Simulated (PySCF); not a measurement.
C₆H₁₁O₂ (doublet state).
Geometry (GFN2-xTB, Å), atoms numbered from 1 in this order:
```
atom  x, y, z in Å
C1    -1.802   -0.501    1.443
O2    -0.639   -0.809    0.703
C3    -0.267    0.026   -0.299
C4    -1.242    0.909   -0.996
C5     1.151   -0.048   -0.724
C6     1.923   -1.301   -0.375
C7     1.288    1.116    0.248
O8     1.239    2.301   -0.062
H9    -1.874   -1.270    2.210
H10   -2.697   -0.530    0.815
H11   -1.722    0.482    1.917
H12   -1.956    0.313   -1.571
H13   -1.803    1.531   -0.298
H14   -0.706    1.568   -1.673
H15    1.296    0.271   -1.755
H16    1.747   -1.581    0.660
H17    2.987   -1.134   -0.522
H18    1.606   -2.124   -1.012
H19    1.461    0.789    1.285
```

The hyperfine couplings belong to this conformer and change with its torsions.

As a line formula: `CO[C](C)[C@H](C)C=O` [radical].

Computed, not measured: UKS B3LYP, pcH-1 on C H O, non-relativistic, mean-field spin-orbit, GIAO in PySCF 2.14.0. One conformer (not necessarily the lowest) at the GFN2-xTB geometry, without solvent, vibrations or thermal averaging. Couplings are sensitive to structure, and on GFN2-xTB geometries they can be far from those on DFT ones. Stability of the SCF solution: not tested.

Break the g tensor into its mass correction, gauge correction and orbital-Zeeman/spin–orbit terms.

```
                    Δg (ppt)      1      2      3
relativistic mass correction  -0.23  -0.23  -0.23
            gauge correction   0.02  -0.01   0.04
   orbital Zeeman/spin–orbit   1.59   2.04   5.57
                       total   1.38   1.80   5.38
```

So g = 2.00369, 2.00412, 2.00770 and g_iso = 2.00517; the tensor is close to axial: the two nearest values differ by 11 % of g3 − g1. Axes: g1 points within 8° of the C3–C5 bond.

How much does each term add to the isotropic shift?

The orbital-Zeeman/spin–orbit term 3.07, the mass correction -0.23 and the gauge correction 0.02 ppt, for a total of 2.85 ppt. The orbital-Zeeman/spin–orbit term is the largest in size. The mass correction is the same along every axis, so the anisotropy comes from the other two: their spans along these axes are 0.05 (gauge) and 3.99 ppt (orbital Zeeman/spin–orbit).

What effective moment and Curie constant follow for a powder?

With the mean of g² = 4.0207 and S(S+1) = 0.75: μ_eff = √(⟨g²⟩S(S+1)) = 1.737 μB and χT = 0.12505·⟨g²⟩·S(S+1) = 0.377 cm³ K/mol (cgs; spin-Hamiltonian part alone).

What are the electron Larmor frequencies g μB B/h along the three axes at 330 mT?

9.2546, 9.2565, 9.2731 GHz for g1, g2 and g3, a range of 18.5 MHz.

In a frozen sample, at which fields do the three g values resonate at 9.5, 34, 94 and 263 GHz (hyperfine left aside), and which band first spreads them over more than twice a line width of 1.0 mT?

```csv
band,GHz,B(g3) mT,B(g2) mT,B(g1) mT,spread mT
X,9.5,338.07,338.68,338.75,0.68
Q,34.0,1209.95,1212.12,1212.37,2.42
W,94.0,3345.16,3351.15,3351.85,6.69
J,263.0,9359.33,9376.08,9378.05,18.73
```

The spread grows in proportion to the frequency. Q band is the first where it exceeds 2.0 mT.

The largest Mulliken spin populations are on C3 (+0.59), O8 (+0.26) and O2 (+0.09). The angles at C3 add up to 359.9°, so it is planar.

The HOMO–LUMO gaps are 5.44 eV among the α and 4.44 eV among the β orbitals.

Hardware: Arm Neoverse V2, one thread, shared host with 96 logical CPUs at a one-minute load of 44. Cost: 85 s wall (grids of density and orbitals included), 1.1 GiB resident at most.
